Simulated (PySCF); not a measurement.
From computed data to an observable: entropy of an ideal gas

C2H5S, SMILES S[CH]C, multiplicity 2.

The structure is a stationary point at r2SCAN-D4/def2-TZVP. The isomer is the one that the SMILES or the coordinates give; other isomers of the formula were not compared. Other conformers were not sampled.

r2SCAN-D4/def2-TZVP in PySCF 2.14.0 gives the harmonic wavenumbers 141, 215, 328, 401, 715, 905, 1002, 1063, 1127, 1317, 1395, 1463, 1478, 2657, 2965, 3035, 3101, 3197 cm⁻¹ and the rotational temperatures 1.8461, 0.2609, 0.2366 K. The molar mass is 61.12 g/mol, the symmetry number 1, the spin multiplicity 2.

**Question.** Work out the entropy at 298.15 K and 1 atm in the rigid-rotor, harmonic-oscillator model.

**Answer.** 
Translation (Sackur–Tetrode at 1 atm): S = R[1.5 ln M + 2.5 ln T − 1.16487] = 160.0 J/(mol K).
Rotation: q = (√π/σ) T^1.5/√(θA θB θC) = 27000, S = R[ln q + 3/2] = 97.3 J/(mol K).
Vibration: with u = 1.4388 ν/T, each mode gives R[u/(e^u − 1) − ln(1 − e^−u)]:
```tsv
ν (cm⁻¹)	modes	u	S (J/(mol K))
141	1	0.68	11.67
215	1	1.04	8.37
328	1	1.58	5.31
401	1	1.94	4.01
715	1	3.45	1.21
905	1	4.37	0.57
1002	1	4.84	0.39
1063	1	5.13	0.30
1127	1	5.44	0.23
1317	1	6.36	0.11
1395	1	6.73	0.08
1463	1	7.06	0.06
1478	1	7.13	0.05
```
The stiffer modes add less than 0.005 each. Sum 32.4 J/(mol K).
Spin: R ln 2 = 5.8 J/(mol K).
Total 295.5 J/(mol K); the program's own thermochemistry gives 295.5. Translation makes up 54 % and vibration 11 %. Anharmonicity, hindered rotation and orbital degeneracy are left out.
